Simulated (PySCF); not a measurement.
Computed Raman spectrum (relative Raman activity) of a molecule CH₈GeOSi. The structure is a stationary point at PBE0-D3(BJ)/def2-SVP. One conformer was computed; it need not be the lowest. All values below come from PBE0-D3(BJ)/def2-SVP (PySCF). Frequencies are harmonic and unscaled.

Lines under 2 % of the strongest are left out, and lines within 2 cm⁻¹ are merged.

ν (cm⁻¹): 258 (vw), 360 (w), 477 (w), 601 (vw), 636 (w), 715 (w), 838 (w), 858 (w), 881 (w), 935 (w), 937 (w), 1284 (w), 1381 (vw), 1462 (w), 2114 (s), 2145 (s), 2218 (vs), 2228 (m), 2233 (s), 3017 (m), 3128 (m), 3881 (m) (against the strongest line: vs over 80 %, s over 45 %, m over 15 %, w over 4 %, vw less)

Question: Pick the molecule that these values belong to.
(A) [CH3][Ge@@H]([OH])[SiH3]
(B) O[SiH2][CH2][GeH3]
(C) O[CH2][GeH2][SiH3]
(D) O[C@@H]([SiH3])[GeH3]

Answer: C, O[CH2][GeH2][SiH3]
